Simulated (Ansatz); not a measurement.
Cost and result for the atomization energy of C$_{2}$H$_{5}$NSiZn (10 atoms, 8 bonds).

```xyz
10

C     1.252    1.815   -0.151
N     0.837    0.640   -0.420
C     0.053   -0.030    0.484
Si   -0.574   -1.606    0.096
Zn   -2.922   -1.187   -1.466
H     1.011    2.328    0.789
H     1.878    2.335   -0.872
H    -0.279    0.494    1.389
H    -1.276   -2.380    1.146
H     0.021   -2.408   -0.995
```

Charge 0, multiplicity 1. For Zn the d shell is correlated and the shells below it are frozen. Scalar relativity is left out up to krypton. The bonds changed during the relaxation, so this is another structure than the one it started from. Geometry: relaxed with PBE0-D4/def2-TZVP. It is one conformer, not always the lowest. Program: Ansatz. Hardware: A = 2 threads of an AMD EPYC 7R13 on a shared host; B = 2 threads of an AMD EPYC 7R13 on a shared host and a share of an NVIDIA H100 80 GB. Times are those of one run each, without the atoms' runs, and a repeat can differ threefold. Electronic energies, without spin–orbit coupling; frozen cores. CCSD(T)/CBS adds CCSD(T) − MP2 in def2-TZVPP to the MP2 limit, and its time is that of the two runs behind it. T1 = 0.015; the RHF reference is unstable towards UHF. With those shells the extrapolation isn't a true limit. B3LYP takes the VWN-RPA correlation (the form of Gaussian; ORCA's B3LYP/G).

CCSD(T)/CBS is a level of theory with its own doubt, some kJ/mol a heavy atom from the limit and from the frozen cores, so smaller differences don't rank the functionals.

```tsv
level	functions	wall time	atomization (kJ/mol)	difference from CCSD(T)/CBS	per bond
PBE-D4/def2-TZVPP (with forces) [A]	269	5 s	3387.5	136.4	17.1
PBE0-D4/def2-TZVPP [A]	269	7 s	3291.1	40.0	5.0
r2SCAN-D4/def2-TZVPP (with forces) [A]	269	8.5 s	3284.7	33.6	4.2
MP2/def2-QZVPP [B]	491	8.5 s	3264.0	12.9	1.6
B3LYP-D4/def2-TZVPP (with forces) [A]	269	11 s	3293.6	42.5	5.3
B2PLYP/def2-TZVPP [A]	269	12 s	3231.1	-20.0	-2.5
CCSD(T)/def2-TZVPP [B]	269	14 s	3152.4	-98.7	-12.3
ωB97X-V/def2-TZVPP [A]	269	15 s	3256.1	5.0	0.6
ωB97M-V/def2-TZVPP (with forces) [A]	269	22 s	3259.8	8.7	1.1
CCSD(T)/CBS(def2)	–	22 s	3251.1	0.0	0.0
```

In def2-TZVPP, CCSD(T) changes the Hartree–Fock value by +944.1 kJ/mol (the triples alone add +74.4 kJ/mol) and MP2 by +997.1 kJ/mol; breaking electron pairs costs correlation energy, which Hartree–Fock lacks. From PBE to PBE0 (25 % exact exchange), in def2-TZVPP and without D4, the atomization energy moves by −92.7 kJ/mol: exact exchange takes away binding that semilocal exchange gives to molecules. The D4 term adds +42.4 kJ/mol with B3LYP and +22.5 kJ/mol with PBE0; it sums over pairs of atoms, weighted by their polarisabilities, and B3LYP, whose exchange is more repulsive, gets the larger term.
